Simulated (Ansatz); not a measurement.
Consider the formal exchange of groups at the Si–Ge bond: `[SiH3][GeH3]` + `B[SiH2]O` → `B[SiH](O)[SiH3]` + GeH₄.

Computed with Ansatz on PBE0-D4/def2-TZVP structures; ΔE is electronic, products minus reactants. CBS: MP2 limit from def2 TZ/QZ plus the TZ coupled-cluster correction, frozen cores. Functionals use def2-TZVPP. B3LYP here is the variant with VWN-RPA as its local correlation; programs differ in this. HSE06 is defined as in plane-wave codes. For Ge outer-core shells are correlated without core-valence functions, which leaves a few kJ/mol of doubt a bond. Scalar relativity is left out up to krypton. Each species was taken in one conformer, which may not be the lowest.

| level | ΔE (kJ/mol) | difference from CCSD(T)/CBS |
| --- | --- | --- |
| PBE-D4 | 4.5 | -10.2 |
| revPBE-D4 | 3.4 | -11.3 |
| BLYP-D4 | 7.9 | -6.8 |
| r2SCAN-D4 | 8.4 | -6.3 |
| B97M-V | 2.3 | -12.4 |
| PBE0-D4 | 8.2 | -6.5 |
| B3LYP-D4 | 10.7 | -4.0 |
| r2SCANh-D4 | 9.6 | -5.1 |
| r2SCAN0-D4 | 11.3 | -3.4 |
| HSE06-D4 | 8.2 | -6.5 |
| BHLYP-D4 | 14.3 | -0.4 |
| CAM-B3LYP-D4 | 12.7 | -2.0 |
| ωB97X-V | 12.5 | -2.2 |
| ωB97M-V | 14.5 | -0.2 |
| B2PLYP | 15.0 | 0.3 |
| PBE-QIDH | 13.4 | -1.3 |
| revPBE | 7.9 | -6.8 |
| BLYP | 12.3 | -2.4 |
| r2SCAN | 9.2 | -5.5 |
| PBE0 | 10.4 | -4.3 |
| B3LYP | 14.4 | -0.3 |
| r2SCANh | 10.4 | -4.3 |
| r2SCAN0 | 12.2 | -2.5 |
| HSE06 | 10.3 | -4.4 |
| BHLYP | 17.3 | 2.6 |
| CAM-B3LYP | 15.0 | 0.3 |
| LC-ωPBE | 12.3 | -2.4 |
| HF/def2-SVP | 18.2 | 3.5 |
| CCSD(T)/def2-SVP | 11.5 | -3.2 |
| HF/def2-TZVPP | 21.2 | 6.5 |
| MP2/def2-TZVPP | 16.6 | 1.9 |
| SCS-MP2/def2-TZVPP | 17.7 | 3.0 |
| CCSD/def2-TZVPP | 16.0 | 1.3 |
| CCSD(T)/def2-TZVPP | 14.1 | -0.6 |
| HF/def2-QZVPP | 20.7 | 6.0 |
| MP2/def2-QZVPP | 16.8 | 2.1 |
| SCS-MP2/def2-QZVPP | 17.5 | 2.8 |
| HF/CBS(def2) | 20.7 | 6.0 |
| MP2/CBS(def2) | 17.2 | 2.5 |
| CCSD/CBS(def2) | 16.7 | 2.0 |
| CCSD(T)/CBS | 14.7 | 0 |

What do rigid-rotor, harmonic-oscillator terms from PBE0-D4/def2-TZVP frequencies (298.15 K, 1 bar) make of the CCSD(T)/CBS value? (Best estimate.)

The calculation gave: ΔZPE = -1.6 kJ/mol, ΔH = +14.3 kJ/mol, ΔS = -14 J/(mol·K), ΔG = +18.3 kJ/mol.

Largest T1 diagnostic among the species: 0.014.

The D4 term adds −3.6 kJ/mol with B3LYP and −2.2 kJ/mol with PBE0; it sums over pairs of atoms, weighted by their polarisabilities, and B3LYP, whose exchange is more repulsive, gets the larger term. From BLYP to BHLYP (50 % exact exchange), in def2-TZVPP and without D4, ΔE moves by +5.0 kJ/mol.
